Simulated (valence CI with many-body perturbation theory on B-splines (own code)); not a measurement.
Values are calculated unless marked as measured or tabulated.
## Re LXII: what each term of the Hamiltonian does

Method: valence CI with perturbative core correlation (CI+MBPT): four valence electrons over a frozen Dirac-Fock core [Ne], a basis of 11 s, 11 p, 9 d, 7 f, 5 g, 2 h, 1 i functions for each j, with the one-electron correlation potential Σ1 (screened to all orders), the two-electron term Σ2, the three-electron term Σ3, Breit, model QED; selected single and double excitations, second order for the rest (own B-spline code, finite nucleus).

The last digits are not significant, and no measured levels were compared; by estimate large intervals hold to a few tenths of a per cent, small ones and those within an open d or f shell to about a per cent.

Each rung adds one term. CI alone is the Dirac-Coulomb CI over the frozen core; QED comes last and gives the full result, which names the levels. Energies are above (3s^2 3p1/2^2) J=0 on the same rung, in Ry.

Levels are named by their leading jj configuration (3d3/2^4 stands for four electrons in 3d with j = 3/2), which in mixed levels can hold well under half, so a name can repeat and another be missing. Letters in brackets count levels of one name in rising energy.

```tsv
Level	CI alone	Σ1	Σ2	Σ3	Breit	QED	Full
(3s^2 3p1/2 3p3/2) J=1	27.590	+0.0144	+0.0111	+0.0013	-0.3449	+0.0313	27.303
(3s^2 3p1/2 3p3/2) J=2	28.327	+0.0145	+0.0083	0.0000	-0.3835	+0.0311	27.998
(3s 3p1/2^2 3p3/2) J=2	40.359	-0.0060	+0.0063	+0.0051	-0.0733	-0.3134	39.978
(3s 3p1/2^2 3p3/2) J=1	42.424	-0.0058	-0.0121	+0.0027	-0.1046	-0.2698	42.034
(3s^2 3p1/2 3d3/2) J=2	44.268	-0.0043	-0.0078	-0.0033	-0.4493	-0.0393	43.764
(3s^2 3p1/2 3d3/2) J=1	47.568	-0.0046	-0.0568	-0.0113	-0.3489	-0.0904	47.056
(3s^2 3p1/2 3d5/2) J=2	52.213	+0.0077	-0.0298	-0.0078	-0.5715	-0.0282	51.583
(3s^2 3p1/2 3d5/2) J=3	52.354	+0.0080	-0.0203	-0.0082	-0.6400	-0.0214	51.672
(3s^2 3p3/2^2) J=2	56.418	+0.0284	+0.0199	+0.0004	-0.6969	+0.0571	55.827
(3s 3p1/2^2 3d3/2) J=1	57.281	-0.0250	-0.0175	-0.0018	-0.0929	-0.3887	56.755
(3s 3p1/2^2 3d3/2) J=2	57.871	-0.0246	-0.0202	-0.0035	-0.1240	-0.3870	57.312
(3s^2 3p3/2^2) J=0	57.913	+0.0287	+0.0155	-0.0018	-0.6569	+0.0585	57.357
(3s 3p1/2^2 3d5/2) J=3	64.934	-0.0127	-0.0322	-0.0051	-0.3085	-0.3719	64.204
(3s 3p1/2^2 3d5/2) J=2	65.960	-0.0129	-0.0350	-0.0088	-0.2822	-0.3742	65.247
(3s 3p1/2 3p3/2^2) J=2 [a]	67.264	+0.0081	+0.0223	+0.0053	-0.3989	-0.2788	66.622
(3s 3p1/2 3p3/2^2) J=3	68.732	+0.0085	+0.0154	+0.0044	-0.4765	-0.2740	68.010
(3s 3p1/2 3p3/2^2) J=0	69.486	+0.0084	+0.0185	+0.0038	-0.3980	-0.2511	68.868
(3s 3p1/2 3p3/2^2) J=2 [b]	70.683	+0.0087	-0.0028	+0.0030	-0.5155	-0.2110	69.966
(3s 3p1/2 3p3/2^2) J=1 [a]	70.665	+0.0085	-0.0004	+0.0026	-0.4483	-0.2432	69.984
(3s 3p1/2 3p3/2^2) J=1 [b]	71.529	+0.0084	-0.0241	+0.0012	-0.3909	-0.2861	70.838
(3s^2 3p3/2 3d3/2) J=3	74.687	+0.0101	-0.0231	-0.0087	-0.7993	-0.0180	73.848
(3s^2 3p3/2 3d3/2) J=2	75.001	+0.0095	-0.0472	-0.0077	-0.6724	-0.0954	74.188
(3s^2 3p3/2 3d3/2) J=1	75.018	+0.0098	-0.0373	-0.0077	-0.6969	-0.0583	74.227
(3s^2 3p3/2 3d3/2) J=0	75.063	+0.0099	-0.0323	-0.0082	-0.6726	-0.0486	74.311
(3s^2 3p3/2 3d5/2) J=4	79.340	+0.0224	+0.0056	-0.0038	-0.9688	+0.0079	78.403
(3s^2 3p3/2 3d5/2) J=2	80.058	+0.0221	-0.0095	-0.0050	-0.9270	+0.0009	79.139
(3s^2 3p3/2 3d5/2) J=3	81.803	+0.0217	-0.0341	-0.0124	-0.9411	+0.0003	80.837
(3s^2 3p3/2 3d5/2) J=1	82.504	+0.0221	-0.0230	-0.0156	-0.8840	+0.0006	81.604
(3s 3p1/2 3p3/2 3d3/2) J=2 [a]	82.663	-0.0110	+0.0064	+0.0055	-0.3515	-0.4290	81.884
(3s 3p1/2 3p3/2 3d3/2) J=0 [a]	83.163	-0.0107	+0.0145	+0.0022	-0.3837	-0.3711	82.415
(3s 3p1/2 3p3/2 3d3/2) J=1 [a]	83.412	-0.0107	+0.0095	+0.0009	-0.4383	-0.3573	82.616
```

The middle columns are the shifts that each term adds.

**Question.** How does the ionisation energy move along the ladder, and which term matters most?

**Answer.** CI alone 6821.4, + Σ1 6822.5, + Σ2 6822.7, + Σ3 6822.4, + Breit 6811.8, + QED 6811.6 eV. The largest step is Breit, -10.6 eV. NIST lists 6810 ± 12 eV (theoretical).
